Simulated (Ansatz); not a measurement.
NaAlF4. Total charge 0; singlet. Geometry r2SCAN-D4/def2-SVP.

```xyz
6

Na   -0.284    1.272    1.898
Al    0.074   -0.330   -0.492
F    -1.230   -0.810   -1.413
F    -0.175   -0.716    1.191
F     0.024    1.388   -0.188
F     1.590   -0.804   -0.996
```

The structure comes from a short search, and lower isomers may exist.

Question: Estimate the orbital energies around the gap (eV) in Ansatz with HF/STO-3G, PBE-D4/def2-TZVPD, r2SCAN-D4/def2-TZVP, PBE0-D4/def2-TZVP, PBE0-D4/def2-TZVPD.

Answer: 
| orbital | HF/STO-3G | PBE-D4/def2-TZVPD | r2SCAN-D4/def2-TZVP | PBE0-D4/def2-TZVP | PBE0-D4/def2-TZVPD |
| --- | --- | --- | --- | --- | --- |
| HOMO−13 | -35.10 | -27.30 | -28.82 | -30.79 | -30.87 |
| HOMO−12 | -34.87 | -27.15 | -28.67 | -30.63 | -30.71 |
| HOMO−11 | -12.79 | -11.40 | -11.78 | -13.48 | -13.53 |
| HOMO−10 | -10.84 | -10.32 | -10.73 | -12.34 | -12.38 |
| HOMO−9 | -10.70 | -10.11 | -10.51 | -12.18 | -12.24 |
| HOMO−8 | -10.64 | -9.85 | -10.25 | -11.89 | -11.95 |
| HOMO−7 | -9.53 | -9.55 | -9.92 | -11.53 | -11.60 |
| HOMO−6 | -9.45 | -9.17 | -9.59 | -11.21 | -11.26 |
| HOMO−5 | -8.88 | -9.00 | -9.37 | -10.96 | -11.03 |
| HOMO−4 | -8.51 | -8.85 | -9.25 | -10.86 | -10.91 |
| HOMO−3 | -8.14 | -8.50 | -8.86 | -10.47 | -10.55 |
| HOMO−2 | -8.13 | -8.33 | -8.70 | -10.29 | -10.37 |
| HOMO−1 | -7.96 | -8.10 | -8.47 | -10.06 | -10.14 |
| HOMO | -7.70 | -7.96 | -8.33 | -9.92 | -10.00 |
| LUMO | 10.81 | -2.26 | -1.49 | -1.70 | -1.67 |
| LUMO+1 | 15.05 | -0.30 | 0.30 | 0.19 | 0.00 |
| LUMO+2 | 17.50 | -0.23 | 0.51 | 0.37 | 0.09 |
| LUMO+3 | 18.15 | -0.20 | 0.53 | 0.53 | 0.16 |
| LUMO+4 | 19.97 | 0.47 | 1.40 | 1.25 | 0.76 |
| LUMO+5 | 20.40 | 0.84 | 2.38 | 2.52 | 1.06 |
